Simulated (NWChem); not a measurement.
System: C$_{2}$H$_{5}$ClN$_{2}$Si; SMILES Cl[Si@]1(CN=C1)N

NWChem printed, in part:

```
             Northwest Computational Chemistry Package (NWChem) 7.3.0
             --------------------------------------------------------

                             Geometry "geometry" -> ""
                             -------------------------

 Output coordinates in angstroms (scale by  1.889725989 to convert to a.u.)

  No.       Tag          Charge          X              Y              Z
 ---- ---------------- ---------- -------------- -------------- --------------
    1 N                    7.0000     1.96416400    -0.53925200     0.05859400
    2 Si                  14.0000     0.31824200    -0.01911000     0.03010800
    3 Cl                  17.0000    -0.80644400    -1.78305700    -0.01138200
    4 C                    6.0000    -0.45297500     1.36110600     1.08989900
    5 N                    7.0000    -0.67981300     2.15557000     0.08874400
    6 C                    6.0000    -0.18411000     1.42668600    -1.11943600
    7 H                    1.0000     2.23146900    -1.40291100     0.53590500
    8 H                    1.0000     2.72901700     0.13855300     0.02999200
    9 H                    1.0000    -0.73348200     1.64973500     2.12240000
   10 H                    1.0000    -1.00090900     1.26447300    -1.85352300
   11 H                    1.0000     0.61616800     1.99861700    -1.63607700

 Effective nuclear repulsion energy (a.u.)     348.3912500880

                                 NWChem DFT Module
                                 -----------------

 Summary of "ao basis" -> "ao basis" (spherical)
 ------------------------------------------------------------------------------
       Tag                 Description            Shells   Functions and Types
 ---------------- ------------------------------  ------  ---------------------
 N                          6-311g**                 8       18   4s3p1d
 Si                         6-311g**                12       26   6s5p1d
 Cl                         6-311g**                12       26   6s5p1d
 C                          6-311g**                 8       18   4s3p1d
 H                          6-311g**                 4        6   3s1p

 in cosmo_initialize ...
 calling solv_data for solv:h2o

 solvent parameters
 solvname_short: h2o
 solvname_long:  water
 dielec:       78.4000
 dielecinf:     1.7769
 aqueous SMD model solvent descriptors
 dielec:       78.4000
 sola:          0.8200

          ---------------
          -cosmo- solvent
          ---------------
 Cosmo: York-Karplus, doi: 10.1021/jp992097l
 dielectric constant -eps-     =  78.40
 screen = (eps-1)/(eps    )    =   0.98724
 surface charge correction     = lagrangian

   van der Waals surface
 --------------------------

 ---------- ATOMIC COORDINATES (A.U.) ------------ VDWR(ANG.) --
     1    3.71173176   -1.01903852    0.11072660     1.890
     2    0.60139018   -0.03611266    0.05689587     2.470
     3   -1.52395819   -3.36948915   -0.02150886     2.380
     4   -0.85599863    2.57211738    2.05961047     1.850
     5   -1.28466029    4.07343665    0.16770184     1.890
     6   -0.34791745    2.69604561   -2.11542730     1.850
     7    4.21686496   -2.65111738    1.01271361     1.200
     8    5.15709435    0.26182720    0.05667666     1.200
     9   -1.38608000    3.11754710    4.01075444     1.200
    10   -1.89144375    2.38950749   -3.50265058     1.200
    11    1.16438868    3.77683849   -3.09173723     1.200
 number of segments per atom =        128
 number of   points per atom =        128
 atom (   nspa,  nppa )
 ----------------------
    1 (     62,     0 )       0
    2 (     39,     0 )       0
    3 (     94,     0 )       0
    4 (     39,     0 )       0
    5 (     59,     0 )       0
    6 (     37,     0 )       0
    7 (     46,     0 )       0
    8 (     47,     0 )       0
    9 (     55,     0 )       0
   10 (     54,     0 )       0
   11 (     55,     0 )       0
 number of -cosmo- surface points =      587
 molecular surface =    153.526 angstrom**2
 molecular volume  =    143.362 angstrom**3
 -lineq- algorithm             =   0
 -bem- low  level              =   3
 -bem- from -octahedral-
 gaussian surface charge width =   4.50000
 degree of switching           =   1.00000
 switching function tolerance  =   0.00010
 atomic radii =
 --------------
    1  7.000  1.890
    2 14.000  2.470
    3 17.000  2.380
    4  6.000  1.850
    5  7.000  1.890
    6  6.000  1.850
    7  1.000  1.200
    8  1.000  1.200
    9  1.000  1.200
   10  1.000  1.200
   11  1.000  1.200
 ...... end of -cosmo- initialization ......

 nat:                    11
 ixmem:                  6636
 calling mnsol_interface()
 G(SMD-CDS) energy (kcal/mol)  =     3.371
 SMD-CDS SASA (angstrom**2)    =   165.875

            General Information
            -------------------
          SCF calculation type: DFT
          Wavefunction type:  closed shell.
          No. of atoms     :    11
          No. of electrons :    62
           Alpha electrons :    31
            Beta electrons :    31
          Charge           :     0
          Spin multiplicity:     1
          Use of symmetry is: off; symmetry adaption is: off
          Maximum number of iterations: 150
          AO basis - number of functions:   154
                     number of shells:    76
          Convergence on energy requested:  1.00D-06
          Convergence on density requested:  1.00D-05
          Convergence on gradient requested:  5.00D-04

              XC Information
              --------------
                       M06-2X Method XC Functional
                     Hartree-Fock (Exact) Exchange  0.540
                        M06-2X Exchange Functional  1.000
                      M06-2X Correlation Potential  1.000

             Grid Information
             ----------------
          Grid used for XC integration:  medium
          Radial quadrature: Mura-Knowles
          Angular quadrature: Lebedev.
          Tag              B.-S. Rad. Rad. Pts. Rad. Cut. Ang. Pts.
          ---              ---------- --------- --------- ---------
          N                   0.65       49          12.0       434
          Si                  1.10       88          10.0       590
          Cl                  1.00       88          12.0       590
          C                   0.70       49          11.0       434
          H                   0.35       45          12.0       434
          Grid pruning is: on
          Number of quadrature shells:   597
          Spatial weights used:  Erf1

      Superposition of Atomic Density Guess
      -------------------------------------

 Sum of atomic energies:        -934.76296439

      Non-variational initial energy
      ------------------------------

 Total energy =    -937.608443
 1-e energy   =   -1979.950283
 2-e energy   =     693.950590
 HOMO         =      -0.280701
 LUMO         =      -0.047202

   convergence    iter        energy       DeltaE   RMS-Dens  Diis-err
 ---------------- ----- ----------------- --------- --------- ---------
     COSMO gas phase
 d= 0,ls=0.0,diis     1   -938.3262927510 -1.29D+03  6.01D-03  1.47D+00
 d= 0,ls=0.0,diis     2   -938.3517182988 -2.54D-02  4.17D-03  5.07D-01
 d= 0,ls=0.0,diis     3   -938.3810402593 -2.93D-02  1.45D-03  2.41D-01
 d= 0,ls=0.0,diis     4   -938.4054851170 -2.44D-02  4.59D-04  1.04D-02
 d= 0,ls=0.0,diis     5   -938.4065481056 -1.06D-03  1.01D-04  3.53D-04
  Resetting Diis
 d= 0,ls=0.0,diis     6   -938.4065920222 -4.39D-05  6.23D-05  6.40D-05
 d= 0,ls=0.0,diis     7   -938.4066004036 -8.38D-06  2.09D-05  4.01D-06
 d= 0,ls=0.0,diis     8   -938.4066005237 -1.20D-07  7.83D-06  4.62D-06

   convergence    iter        energy       DeltaE   RMS-Dens  Diis-err
 ---------------- ----- ----------------- --------- --------- ---------
     COSMO solvation phase
 d= 0,ls=0.0,diis     1   -938.4140594110 -7.46D-03  1.42D-03  5.48D-03
 d= 0,ls=0.0,diis     2   -938.4156156058 -1.56D-03  2.58D-04  2.42D-03
 d= 0,ls=0.0,diis     3   -938.4158137429 -1.98D-04  1.76D-04  9.32D-04
 d= 0,ls=0.0,diis     4   -938.4159237060 -1.10D-04  4.88D-05  3.43D-05
 d= 0,ls=0.0,diis     5   -938.4159283909 -4.68D-06  1.30D-05  3.68D-06
 d= 0,ls=0.0,diis     6   -938.4159289399 -5.49D-07  3.82D-06  2.45D-07

         Total DFT energy =     -938.415928939894
      One electron energy =    -1984.401985768318
           Coulomb energy =      773.332398901688
    Exchange-Corr. energy =      -75.644407299472
 Nuclear repulsion energy =      348.391250087977

             COSMO energy =       -0.093184861769

 Numeric. integr. density =       62.000000990488

                                COSMO-SMD solvation results
                                ---------------------------

             internal energy in gas <Psi(g)|H|Psi(g)> =      -938.406600523745
         internal energy in solvent <Psi(s)|H|Psi(s)> =      -938.404345709730
                               delta internal energy  =         0.002254814015 (    1.41 kcal/mol)
   total free energy in solvent <Psi(s)|H+V/2|Psi(s)> =      -938.421300729874
 polarization energy contribution <Psi(s)|V/2|Psi(s)> =        -0.016955020144 (  -10.64 kcal/mol)
    total free energy in solvent including G(SMD-CDS) =      -938.415928939894
                       G(SMD-CDS) energy contribution =         0.005371789980 (    3.37 kcal/mol)
     1 M fixed-concentration free energy of solvation =        -0.009328416149 (   -5.85 kcal/mol)

                       DFT Final Molecular Orbital Analysis
                       ------------------------------------

 Vector   29  Occ=2.000000D+00  E=-3.642812D-01
              MO Center= -2.2D-01,  5.9D-01, -5.3D-02, r^2= 4.5D+00
   Bfn.  Coefficient  Atom+Function         Bfn.  Coefficient  Atom+Function
  ----- ------------  ---------------      ----- ------------  ---------------
    62      0.275427   3 Cl pz               65      0.186279   3 Cl pz
    53     -0.162559   3 Cl pz               99      0.156373   5 N  px
    95      0.155203   5 N  px               78      0.143184   4 C  py
   114     -0.142895   6 C  py              150     -0.137559  11 H  s
    82      0.130480   4 C  py              118     -0.127899   6 C  py

 Vector   30  Occ=2.000000D+00  E=-3.355426D-01
              MO Center=  8.1D-01,  3.2D-01, -2.2D-01, r^2= 3.8D+00
   Bfn.  Coefficient  Atom+Function         Bfn.  Coefficient  Atom+Function
  ----- ------------  ---------------      ----- ------------  ---------------
    13      0.329290   1 N  pz                9      0.263464   1 N  pz
    80     -0.193342   4 C  s                 5      0.181028   1 N  pz
   118     -0.170711   6 C  py              114     -0.160155   6 C  py
   116      0.146675   6 C  s                24      0.144068   2 Si s
    10     -0.117371   1 N  s                23      0.108082   2 Si s

 Vector   31  Occ=2.000000D+00  E=-3.110761D-01
              MO Center= -2.0D-01,  1.2D+00,  2.5D-01, r^2= 3.8D+00
   Bfn.  Coefficient  Atom+Function         Bfn.  Coefficient  Atom+Function
  ----- ------------  ---------------      ----- ------------  ---------------
   100      0.323634   5 N  py               96      0.250041   5 N  py
    24      0.237353   2 Si s                92      0.178131   5 N  py
    80      0.167158   4 C  s                61     -0.160261   3 Cl py
    98      0.159678   5 N  s                78     -0.158388   4 C  py
    13     -0.154339   1 N  pz               23      0.150553   2 Si s

 Vector   32  Occ=0.000000D+00  E=-1.517458D-03
              MO Center= -3.5D-01,  1.2D+00,  5.1D-01, r^2= 3.3D+00
   Bfn.  Coefficient  Atom+Function         Bfn.  Coefficient  Atom+Function
  ----- ------------  ---------------      ----- ------------  ---------------
    99     -0.447020   5 N  px               37      0.409511   2 Si px
    81      0.388346   4 C  px               50      0.286464   3 Cl s
    95     -0.246258   5 N  px               10     -0.239876   1 N  s
    34      0.214240   2 Si px               77      0.213963   4 C  px
    64      0.199697   3 Cl py              100     -0.186715   5 N  py

 Vector   33  Occ=0.000000D+00  E= 6.144171D-02
              MO Center=  5.5D-01, -6.9D-01,  2.8D-01, r^2= 6.1D+00
   Bfn.  Coefficient  Atom+Function         Bfn.  Coefficient  Atom+Function
  ----- ------------  ---------------      ----- ------------  ---------------
    24     -0.839694   2 Si s                38      0.838428   2 Si py
    10      0.814180   1 N  s                50      0.667492   3 Cl s
   133     -0.509418   8 H  s                63      0.411836   3 Cl px
   151     -0.393594  11 H  s                64      0.380783   3 Cl py
    35      0.368090   2 Si py              139     -0.288385   9 H  s

 Vector   34  Occ=0.000000D+00  E= 8.195276D-02
              MO Center=  3.3D-01,  2.0D-01, -3.7D-01, r^2= 6.1D+00
   Bfn.  Coefficient  Atom+Function         Bfn.  Coefficient  Atom+Function
  ----- ------------  ---------------      ----- ------------  ---------------
   116      1.278501   6 C  s                39      1.022217   2 Si pz
    80     -0.592256   4 C  s               151     -0.430783  11 H  s
    36      0.387712   2 Si pz               13     -0.286955   1 N  pz
   145     -0.274767  10 H  s                65     -0.254174   3 Cl pz
    24     -0.248678   2 Si s               139      0.221886   9 H  s

     Multipole analysis of the density
     ---------------------------------

     L   x y z        total         alpha         beta         nuclear
     -   - - -        -----         -----         ----         -------
     0   0 0 0     -0.000000    -31.000000    -31.000000     62.000000

     1   1 0 0      1.507208      0.984104      0.984104     -0.460999
     1   0 1 0     -0.084028     -1.090751     -1.090751      2.097475
     1   0 0 1      0.319299     -0.105724     -0.105724      0.530747

     2   2 0 0    -33.589066   -121.240019   -121.240019    208.890972
     2   1 1 0      0.799470      5.013724      5.013724     -9.227978
     2   1 0 1      1.286056      1.507256      1.507256     -1.728457
     2   0 2 0    -44.203833   -240.373586   -240.373586    436.543339
     2   0 1 1     -1.488801      2.981566      2.981566     -7.451933
     2   0 0 2    -34.494643    -63.037519    -63.037519     91.580395
```

Level: M06-2X/6-311G** (spherical d), SMD on the gas-phase geometry. Coordinates come from a PBE-D3(BJ)/def2-SVP optimisation. Solvent: water.

Q: Which NWChem input produces such a log?

A: This is not unique; one that fits is the input that was run:
```
start job
memory heap 200 mb stack 900 mb global 1100 mb
geometry units angstroms noautosym nocenter noautoz
  N      1.964164    -0.539252     0.058594
  Si     0.318242    -0.019110     0.030108
  Cl    -0.806444    -1.783057    -0.011382
  C     -0.452975     1.361106     1.089899
  N     -0.679813     2.155570     0.088744
  C     -0.184110     1.426686    -1.119436
  H      2.231469    -1.402911     0.535905
  H      2.729017     0.138553     0.029992
  H     -0.733482     1.649735     2.122400
  H     -1.000909     1.264473    -1.853523
  H      0.616168     1.998617    -1.636077
end
basis spherical
  * library 6-311g**
end
dft
  xc m06-2x
  iterations 150
end
cosmo
  do_cosmo_smd true
  solvent water
end
task dft energy
```
